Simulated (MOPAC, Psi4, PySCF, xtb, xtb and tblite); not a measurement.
Two geometries of SMILES c1csc(Cc2ccc[se]2)c1 (C₉H₈SSe), relaxed at GFN2-xTB with one dihedral held; other torsions can differ between them too.

Structure A

```
19

C     -2.8655     0.3268     1.2894
C     -3.1800     0.8561     0.0820
S     -2.1161     0.3129    -1.1558
C     -1.2324    -0.6559    -0.0231
C     -0.0217    -1.4212    -0.4505
C      1.1943    -0.5538    -0.2979
C      1.5338     0.5097    -1.0735
C      2.7132     1.1878    -0.6809
C      3.3251     0.6757     0.4150
Se     2.4217    -0.7938     1.0982
C     -1.7465    -0.5353     1.2296
H     -3.4081     0.5389     2.1932
H     -3.9720     1.5333    -0.1679
H      0.0799    -2.3164     0.1684
H     -0.1261    -1.7251    -1.4952
H      0.9471     0.8126    -1.9251
H      3.0921     2.0429    -1.2152
H      4.2259     1.0340     0.8795
H     -1.3422    -1.0497     2.0838
```

Structure B

```
19

C     -2.9367     0.3471     1.2522
C     -3.2615     0.8181     0.0236
S     -2.1761     0.2636    -1.1892
C     -1.2634    -0.6286    -0.0161
C     -0.0337    -1.3716    -0.4110
C      1.1907    -0.5032    -0.3056
C      2.4148    -0.7531    -0.8416
C      3.3985     0.2324    -0.5807
C      2.9667     1.2805     0.1619
Se     1.1799     1.1202     0.6338
C     -1.7901    -0.4797     1.2308
H     -3.4898     0.5771     2.1452
H     -4.0721     1.4618    -0.2540
H      0.0855    -2.2415     0.2449
H     -0.1236    -1.7350    -1.4382
H      2.6228    -1.6358    -1.4236
H      4.4075     0.1507    -0.9493
H      3.5447     2.1324     0.4711
H     -1.3806    -0.9558     2.1046
```

**Question.** Which is lower in energy at the level B3LYP-D3(BJ)/def2-SVP // GFN2-xTB (Psi4), and by how much?

**Answer.** B is lower, by 1.21 kcal/mol (dihedral C4–C5–C6–Se10: 105° in A, 15° in B).

E(B) − E(A) in kcal/mol at the other levels, on the same two geometries: GFN2-xTB (xtb and tblite) 0.10; B3LYP/def2-SVP // GFN2-xTB (Psi4) -0.40; PBE/def2-SVP // GFN2-xTB (Psi4) -0.84; PBE-D3(BJ)/def2-SVP // GFN2-xTB (Psi4) -1.16; PM7, restricted, heats of formation // GFN2-xTB (MOPAC) 1.64; AM1, restricted, heats of formation // GFN2-xTB (MOPAC) -0.80; GFN1-xTB // GFN2-xTB (xtb) -0.04; restricted B3LYP/6-31G*, spherical d, density fitting // GFN2-xTB (PySCF) -0.47.
